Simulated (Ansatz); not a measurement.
Consider the isomerisation: `C/C(F)=[CH]/[GeH3]` → `C[CH](C)[Ge][F]`.

Gas-phase electronic energies from Ansatz, PBE0-D4/def2-TZVP geometries. CBS: MP2 limit from def2 TZ/QZ plus the TZ coupled-cluster correction, frozen cores. DFT in def2-TZVPP. For Ge outer-core shells are correlated without core-valence functions, which leaves a few kJ/mol of doubt a bond. Scalar relativity is left out up to krypton. Each species was taken in one conformer, which may not be the lowest.

```tsv
level	ΔE (kJ/mol)
r2SCANh	-123.4
HF/CBS(def2)	-118.7
```

Q: What does CCSD(T)/CBS give? (Best estimate.)

A: Ansatz gave: -141.3 kJ/mol. The listed levels differ from it by 17.9, 22.6 kJ/mol.

Largest T1 diagnostic among the species: 0.013.

In def2-TZVPP, CCSD(T) changes the Hartree–Fock value by −8.7 kJ/mol (the triples alone add +1.7 kJ/mol) and MP2 by −16.6 kJ/mol. At CCSD(T), def2-SVP lies +22.4 kJ/mol from the extrapolated value and def2-TZVPP +16.2 kJ/mol.
